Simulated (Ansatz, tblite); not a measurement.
Cost and result up the ladder for MgSe₂⁻ (3 atoms). The state is a doublet with charge -1. Geometry: PBE0-D4/def2-TZVPD.

```xyz
3

Mg    0.0004   -0.0026   -0.0014
Se   -1.1035   -1.0557    1.8261
Se    1.1030    1.0584   -1.8246
```

Ansatz on 4 threads of Arm Neoverse V1 on a shared host; xTB runs through tblite on one thread. Times are rough, summed over both states, and most runs start from the orbitals of an earlier one. PBE0-D4/def2-TZVPD serves as the yardstick here, not as an exact answer. The other state is a triplet.

The xTB rows come from tblite. HOMO above LUMO, or a gap near zero within one spin, warns that the state may not be the lowest or that an electron is smeared out. The structure comes from a short search, and lower isomers may exist.

Raw xTB energies of ions are shifted by several eV, and xTB has no spin-polarisation term.

```tsv
level	functions	wall time	vertical IE (eV)	difference from PBE0-D4/def2-TZVPD (eV)	remarks
GFN1-xTB	22	0.004 s	6.58	3.58	–
GFN2-xTB	27	0.007 s	8.41	5.41	–
PBE-D4/def2-TZVPD	149	19 s	3.29	0.29	gap within one spin near zero (-1 doublet)
PBE0-D4/def2-TZVPD (with forces)	149	45 s	3.00	0.00	–
r2SCAN-D4/def2-TZVPD	149	79 s	3.20	0.20	–
```
